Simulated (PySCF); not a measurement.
**Ionisation energy of Hg⁺ by level of theory**

Hg⁺ [Xe] 4f14 5d10 6s1 (2S) → Hg²⁺ [Xe] 4f14 5d10 (1S), as a difference of total energies. Calculation: PySCF 2.14, in ANO-RCC-VTZP (8s7p5d3f1g, 84 functions); the spin-free X2C one-electron Hamiltonian (Gaussian nucleus). The calculations carry no spin-orbit coupling.

```json
{"method": "UHF", "ionisation energy (eV)": "17.135", "error (eV)": "-1.622"}
{"method": "HSE06", "ionisation energy (eV)": "18.858", "error (eV)": "+0.101"}
```

Reference: 18.757 eV (measured; NIST Atomic Spectra Database, ionization energies).
